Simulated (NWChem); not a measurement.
Species: HSO3, doublet; SMILES O=[S](=O)O

```xyz
5

O      1.4300     0.1736     0.1957
S      0.0328     0.1280    -0.2512
O     -0.9751     1.0877     0.1868
O     -0.5644    -1.3454     0.1508
H      0.1812    -1.9682     0.1694
```
Atoms are numbered in this order, from 1.

Results from NWChem. Spin-unrestricted. Coordinates come from a PBE0/def2-SVP, spin-unrestricted optimisation. No stability test was run on the SCF state. Fermi-contact couplings, non-relativistic, static geometry.

For level TPSSh/IGLO-III:

```yaml
A(iso) 17O atom 1 (MHz): -17.7
A(iso) 33S atom 2 (MHz): 312
A(iso) 17O atom 3 (MHz): -17.3
A(iso) 17O atom 4 (MHz): -43.1
A(iso) 1H atom 5 (MHz): -7.6
```

Q: Estimate the same quantities for level BHandHLYP/IGLO-III.

A: 
| Quantity | Value |
|---|---|
| A(iso) 17O atom 1 (MHz) | -21.9 |
| A(iso) 33S atom 2 (MHz) | 330 |
| A(iso) 17O atom 3 (MHz) | -21.5 |
| A(iso) 17O atom 4 (MHz) | -44.9 |
| A(iso) 1H atom 5 (MHz) | -10.4 |
